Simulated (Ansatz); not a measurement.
H4S3Si, SMILES S[SiH](S)S.

The structure is a stationary point at PBE0-D3(BJ)/def2-SVP. Other conformers were not sampled.

Two levels are set side by side: PBE/def2-SVPD (Ansatz, a quantum-chemistry and plane-wave program) and CAM-B3LYP/def2-SVPD (Ansatz). Energy differences of separate SCF runs at the same geometry; the states with an electron removed or added have multiplicity 2 and 2. Differences are taken from unrounded values.

```
quantity                           CAM-B3LYP
---------------------------------  ---------
vertical ionisation energy (eV)         9.73
vertical singlet–triplet gap (eV)       5.75
```

Problem. What does PBE give, and how far is it from CAM-B3LYP? (The exact figures need the calculation; the answer reports its results.)

Solution. 
```csv
quantity,PBE,PBE minus CAM-B3LYP
vertical ionisation energy (eV),9.07,-0.66
vertical singlet–triplet gap (eV),4.99,-0.76
```
